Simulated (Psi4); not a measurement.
Pair of molecules, SMILES C#C with SMILES O=CO (the first has 4 atoms); geometry from B3LYP-D3(BJ)/def2-TZVP, rigid monomers moved along the line of their centres of mass till C2···H9 is 3.88 Å.
(charge 0, multiplicity 1):
```xyz
9

C      0.5798     0.2071    -0.0879
C     -0.1733    -0.5544     0.4503
H      1.2433     0.8742    -0.5832
H     -0.8312    -1.2112     0.9704
O     -1.2222    -0.9174     5.3108
C     -0.5320    -0.0548     5.7828
O      0.2831     0.7537     5.1009
H     -0.4835     0.1820     6.8539
H      0.2299     0.5318     4.1489
```

All values below come from Psi4 1.11 with SAPT0/jun-cc-pV(D+d)Z.

**Question.** Give the four SAPT terms and the total, and say what mostly holds the pair together.

**Answer.** electrostatics -0.90, exchange 0.03, induction -0.05, dispersion -0.15, total -1.07 kcal/mol; the largest attraction is electrostatics.
